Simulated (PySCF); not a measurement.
# Selenium: a sound run and one with changed settings

Sound run: Se [Ar] 3d10 4s2 4p4, Se⁺ [Ar] 3d10 4s2 4p3. All numbers are calculated (PySCF 2.14, the spin-free X2C one-electron Hamiltonian (Gaussian nucleus), in x2c-TZVPall). In the sound run the correlated levels freeze [Ar] 3d10. The sound run starts from symmetry-adapted Hartree-Fock orbitals and uses a fine grid where one is needed.

Changed run: a valence shell is frozen. This setting is unsound on purpose.

```tsv
species	method	sound run (hartree)	changed run (hartree)	converged
Se	MP2	-2428.16641	-2428.11121	yes
Se	CCSD(T)	-2428.18854	-2428.12010	yes
Se⁺	MP2	-2427.82770	-2427.76896	yes
Se⁺	CCSD(T)	-2427.84464	-2427.77375	yes
```

Ionisation energy of Se:

| method | sound run (eV) | changed run (eV) |
| --- | --- | --- |
| UHF | 8.543 | 8.543 |
| MP2 | 9.217 | 9.313 |
| SCS-MP2 | 9.282 | 9.476 |
| CCSD | 9.329 | 9.399 |
| CCSD(T) | 9.358 | 9.425 |

Freezing a valence shell removes pair correlation that changes on ionisation.

For comparison, NIST gives 9.752 eV between the lowest levels.
